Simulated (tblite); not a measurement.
Input of a run (GFN2-xTB geometry optimisation, gas phase (tblite 0.8.0)), started from a force field or distance geometry:
```
{"job": {"kind": "relax", "xc": "GFN2-xTB", "basis": "xTB"}, "charge": 0, "multiplicity": 2}
C      0.775200    -1.681100    -0.175200
C      0.347800    -0.391200     0.543100
C     -1.160900    -0.349200     0.821800
C     -1.869500     0.196800    -0.453600
Si    -0.643800     1.493400    -1.098300
N      0.725200     0.801100    -0.216000
C      1.983600     1.344400    -0.254800
O      2.965600     0.894400     0.339800
H      0.295500    -1.766300    -1.155700
H      1.845800    -1.703700    -0.328800
H      0.490000    -2.562300     0.411700
H      0.884800    -0.372400     1.512000
H     -1.579500    -1.317000     1.128400
H     -1.355600     0.347900     1.646600
H     -2.850400     0.628200    -0.213100
H     -1.992800    -0.604800    -1.175100
H     -0.934000     2.805200    -0.470500
H      2.064200     2.242700    -0.873900
```

Output (eV, eV/Å):
```
step      E/eV     max force
  0    -666.64114    2.390
  1    -666.69246    2.252
  2    -666.73027    0.467
  3    -666.74517    0.361
  4    -666.77473    0.373
  5    -666.78335    0.258
  6    -666.79056    0.208
  7    -666.79456    0.139
  8    -666.79765    0.126
  9    -666.79960    0.131
 10    -666.80200    0.149
 11    -666.80480    0.170
 12    -666.80755    0.131
 13    -666.80956    0.120
 14    -666.81098    0.101
 15    -666.81236    0.113
 16    -666.81369    0.097
 17    -666.81467    0.065
 18    -666.81537    0.067
 19    -666.81597    0.054
 20    -666.81651    0.064
 21    -666.81695    0.049
 22    -666.81729    0.044
 23    -666.81762    0.048
 24    -666.81802    0.063
 25    -666.81847    0.059
 26    -666.81893    0.048
 27    -666.81939    0.051
 28    -666.81989    0.047
 29    -666.82038    0.052
 30    -666.82079    0.046
 31    -666.82106    0.031
 32    -666.82126    0.034
 33    -666.82143    0.034
 34    -666.82158    0.035
 35    -666.82169    0.026
 36    -666.82178    0.022
 37    -666.82186    0.020
 38    -666.82194    0.023
 39    -666.82204    0.032
 40    -666.82214    0.036
 41    -666.82224    0.032
 42    -666.82238    0.029
 43    -666.82256    0.043
 44    -666.82276    0.043
 45    -666.82295    0.035
 46    -666.82312    0.034
 47    -666.82330    0.038
 48    -666.82355    0.059
 49    -666.82386    0.059
 50    -666.82418    0.053
 51    -666.82444    0.041
 52    -666.82464    0.032
 53    -666.82478    0.034
 54    -666.82488    0.023
 55    -666.82498    0.027
 56    -666.82512    0.035
 57    -666.82528    0.039
 58    -666.82542    0.031
 59    -666.82549    0.017
 60    -666.82552    0.014
 61    -666.82554    0.012
 62    -666.82557    0.013
 63    -666.82560    0.015
 64    -666.82563    0.015
 65    -666.82566    0.013
 66    -666.82568    0.011
 67    -666.82571    0.011
 68    -666.82573    0.012
 69    -666.82575    0.011
 70    -666.82577    0.008
```

Task: Summarise the run.

Result: The energy falls by 4.3 kcal/mol over 70 L-BFGS steps, the largest force on an atom goes from 2.39 to 0.008 eV/Å, and the atoms move by 0.137 Å rms after alignment. Among the bonds, C3–C4, N6–C7 and C7=O8 change most and about equally (-0.027 to -0.026 Å). Bonds longer at the end by more than 0.005 Å: 3 of 18; shorter: 12. Among the angles that change most is C4–Si5–H17, from 109.5° to 118.4°. Among the dihedrals that turn most is H17–Si5–N6–C2, from 113° to 128°. The energy never rose by more than 1e-5 eV on the way. The first step brought 28 % of the lowering.

Task: What are the final bond lengths?

Result: C1–C2 1.526 Å, C2–C3 1.530 Å, C3–C4 1.531 Å, C4–Si5 1.907 Å, Si5–N6 1.753 Å, N6–C7 1.344 Å, C7=O8 1.207 Å, C2–N6 1.458 Å, C1–H9 1.088 Å, C1–H10 1.087 Å, C1–H11 1.087 Å, C2–H12 1.095 Å, C3–H13 1.091 Å, C3–H14 1.092 Å, C4–H15 1.089 Å, C4–H16 1.090 Å, Si5–H17 1.465 Å, C7–H18 1.107 Å. Numbering counts from 1 in the input's order; the species is `C[C@@H]1CC[SiH]N1C=O` [radical].

Time: 0.59 s of wall time. Hardware: Intel Xeon at 2.60 GHz, one thread, shared host with 96 logical CPUs at a one-minute load of 14.

Its GFN2-xTB frequencies are all real (lowest 60 cm⁻¹). 2 starts were optimised and ended at 0.00 and 0.19 kcal/mol (GFN2-xTB); the lowest of these is shown.

One conformer stands for the species.

All values are computed, not measured.
